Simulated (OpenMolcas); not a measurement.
## RbF: a line through the functionals

RbF has 2 atoms, charge 0, and is taken as a singlet. As SMILES, `[F][Rb]`. The coordinates come from a PBE0-D4/def2-TZVP relaxation.

The HOMO–LUMO gap y, in eV, basis def2-TZVP with a core potential; a is the functional's share of exact exchange. Programs: OpenMolcas 26.06.

| functional | program | a | y (eV) |
| --- | --- | --- | --- |
| BLYP | OpenMolcas | 0 | 2.64 |
| TPSS | OpenMolcas | 0 | 2.88 |
| B3LYP | OpenMolcas | 0.2 | 4.42 |
| PBE0 | OpenMolcas | 0.25 | ? |
| BHLYP | OpenMolcas | 0.5 | 6.99 |

Q: Fit y = c + s·a to the known rows and predict PBE0.

A: 
1. Means of the 4 rows: a = 0.1750, y = 4.232.
2. Σ(Δa)² = 0.1675, Σ(Δa·Δy) = 1.4163, so the slope is 1.4163/0.1675 = 8.4555.
3. Intercept: 4.232 − (8.4555) × 0.1750 = 2.752. The largest residual of the fit is 0.13.
4. PBE0: 2.752 + (8.4555) × 0.25 = 4.87 eV.

The run gave 4.92 eV, so the prediction is off by -0.05 eV, within the scatter of the fit. Exact exchange lowers occupied levels and raises empty ones. The rows mix families of semi-local functionals, which the line can't see.
